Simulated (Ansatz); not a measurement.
Relaxation of CH₉PSn (12 atoms, charge 0, multiplicity 1), to a largest force component of 0.03 eV/Å in at most 50 steps.

Computed with RKS BHLYP/def2-SVP in Ansatz.

```xyz
12
Properties=species:S:1:pos:R:3
Sn 0.527 0.400 -0.350
C -0.239 0.191 2.920
H -1.041 0.534 2.266
H -0.060 -0.874 2.770
H -0.535 0.370 3.955
H 1.024 0.306 -1.987
H -1.168 0.593 -0.328
H 0.963 -1.056 0.416
P 1.620 2.298 0.808
H 2.832 1.597 1.033
H 2.094 2.868 -0.402
H 0.679 0.763 2.718
```

Question: Where does it end, and by what steps?

Answer: The run converged. The force dipped under the threshold on the way, but the program's further checks kept it going. After 15 steps the energy has fallen by 0.187 eV; H3 moved furthest, 0.87 Å.

```json
{"step": "0", "energy less start (eV)": "0.0000", "largest force component (eV/Å)": "0.573", "accepted": "yes"}
{"step": "1", "energy less start (eV)": "-0.1144", "largest force component (eV/Å)": "0.285", "accepted": "yes"}
{"step": "2", "energy less start (eV)": "-0.1449", "largest force component (eV/Å)": "0.108", "accepted": "yes"}
{"step": "3", "energy less start (eV)": "-0.1580", "largest force component (eV/Å)": "0.168", "accepted": "yes"}
{"step": "4", "energy less start (eV)": "-0.1708", "largest force component (eV/Å)": "0.156", "accepted": "yes"}
{"step": "5", "energy less start (eV)": "-0.1747", "largest force component (eV/Å)": "0.190", "accepted": "yes"}
{"step": "6", "energy less start (eV)": "-0.1776", "largest force component (eV/Å)": "0.116", "accepted": "yes"}
{"step": "7", "energy less start (eV)": "-0.1809", "largest force component (eV/Å)": "0.057", "accepted": "yes"}
{"step": "8", "energy less start (eV)": "-0.1794", "largest force component (eV/Å)": "0.212", "accepted": "no"}
{"step": "9", "energy less start (eV)": "-0.1836", "largest force component (eV/Å)": "0.099", "accepted": "yes"}
{"step": "10", "energy less start (eV)": "-0.1829", "largest force component (eV/Å)": "0.201", "accepted": "no"}
{"step": "11", "energy less start (eV)": "-0.1859", "largest force component (eV/Å)": "0.032", "accepted": "yes"}
{"step": "12", "energy less start (eV)": "-0.1867", "largest force component (eV/Å)": "0.010", "accepted": "yes"}
{"step": "13", "energy less start (eV)": "-0.1870", "largest force component (eV/Å)": "0.056", "accepted": "yes"}
{"step": "14", "energy less start (eV)": "-0.1870", "largest force component (eV/Å)": "0.098", "accepted": "no"}
{"step": "15", "energy less start (eV)": "-0.1874", "largest force component (eV/Å)": "0.013", "accepted": "yes"}
```

```xyz
12
Properties=species:S:1:pos:R:3
Sn 0.709 0.441 -0.792
C -0.475 0.093 3.484
H -1.422 0.132 2.943
H 0.005 -0.871 3.304
H -0.662 0.212 4.552
H 1.388 0.265 -2.350
H -0.924 0.916 -0.939
H 0.797 -1.048 0.036
P 1.915 2.183 0.587
H 3.200 1.645 0.326
H 1.987 3.126 -0.470
H 0.178 0.896 3.137
```

Whether the end is a true minimum wasn't checked by a vibrational analysis.

Run time: 49 s on 2 threads of Arm Neoverse V1, on a shared host, peak memory 0.23 GiB.
